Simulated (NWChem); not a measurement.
System: CHFO3Si; SMILES O=C1O[SiH](F)O1

```xyz
7

O     -0.3766     2.3882     0.0000
C     -0.0997     1.2322     0.0000
O      0.1081     0.3935     1.1018
Si     0.4311    -0.8742     0.0000
F     -0.6636    -2.0592     0.0000
O      0.1081     0.3935    -1.1018
H      1.7822    -1.4735     0.0000
```
Atoms are numbered in this order, from 1.

Results from NWChem. Pople sets run with spherical d functions. The geometry was optimised at PBE-D3(BJ)/def2-SVP. B3LYP is NWChem's, with the RPA form of VWN correlation. Level: B3LYP/6-31G* with SMD (1 M gas to 1 M solution), gas-phase geometry. Reactions with the solvent are ignored.

Task: Among these, which solvent gives the lowest value of “solvation free energy (kcal/mol)”?
(A) chloroform
(B) cyclohexanone
(C) water
(D) n-hexane

Result: B, cyclohexanone. Values: cyclohexanone -5.5; water -3.8; chloroform -3.2; n-hexane -2.8
